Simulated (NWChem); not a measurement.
Ionisation of vinylidene fluoride (C2H2F2)

```xyz
6

C      0.0000     0.0000     1.3820
C      0.0000     0.0000     0.0583
F      1.0734     0.0000    -0.6935
F     -1.0734     0.0000    -0.6935
H     -0.9458     0.0000     1.9203
H      0.9458     0.0000     1.9203
```
Charge 0, spin multiplicity 1.

Program: NWChem. The geometry was optimised at PBE0/def2-SVP, a minimum by its harmonic frequencies.

Basis set: def2-TZVP. −ε marks an orbital energy of the parent.

B3LYP has NWChem's definition, with VWN1-RPA local correlation.

### Question
For the first vertical ionisation energy, −ε(HOMO) of B3LYP gives 7.50 eV and −ε(HOMO) of HF gives 10.62 eV. What do −ε(HOMO) of TPSS, −ε(HOMO) of PBE, −ε(HOMO) of r2SCAN give?

### Answer
−ε(HOMO) of TPSS: 6.44 eV; −ε(HOMO) of PBE: 6.40 eV; −ε(HOMO) of r2SCAN: 6.65 eV.
